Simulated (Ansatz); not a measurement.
Total energies of GeMeI3 (CH₃GeI₃) from Ansatz at PBE-D4/def2-TZVP, gas phase (1 Eh = 27.2114 eV = 2625.5 kJ/mol). The reference geometry is relaxed at PBE-D4/def2-SVP.

| atom | x (Å) | y (Å) | z (Å) |
| --- | --- | --- | --- |
| Ge1 | 0.357 | -0.580 | -0.397 |
| C2 | -0.531 | 0.863 | 0.590 |
| H3 | 0.160 | 1.232 | 1.371 |
| H4 | -1.452 | 0.458 | 1.051 |
| H5 | -0.780 | 1.674 | -0.120 |
| I6 | -1.197 | -1.479 | -2.199 |
| I7 | 0.965 | -2.469 | 1.195 |
| I8 | 2.478 | 0.300 | -1.491 |

| state | geometry | energy (Eh) |
| --- | --- | --- |
| charge 0 singlet | reference | -3009.80402 |
| charge 1 doublet | reference | -3009.48299 |
| free Ge atom (triplet) | – | -2076.60177 |
| free C atom (triplet) | – | -37.79597 |
| free H atom (doublet) | – | -0.49962 |
| free I atom (doublet) | – | -297.66548 |

In the def2 sets I takes a core potential; there is no spin–orbit coupling.

Task: Work out the vertical ionisation energy to the doublet.

Result: E(charge 1 doublet) − E(charge 0 singlet) = -3009.48299 − (-3009.80402) = 0.32103 Eh = 8.74 eV. For comparison, −ε of the highest occupied level is 6.43 eV at this level, 2.31 eV less.

Task: What is the binding energy per atom against free atoms?

Result: Atoms: 1 × (-2076.60177) + 1 × (-37.79597) + 3 × (-0.49962) + 3 × (-297.66548) = -3008.89304 Eh. Binding: -3008.89304 − (-3009.80402) = 0.91098 Eh = 24.79 eV, or 3.10 eV for each of 8 atoms (no zero-point energy, no counterpoise term).
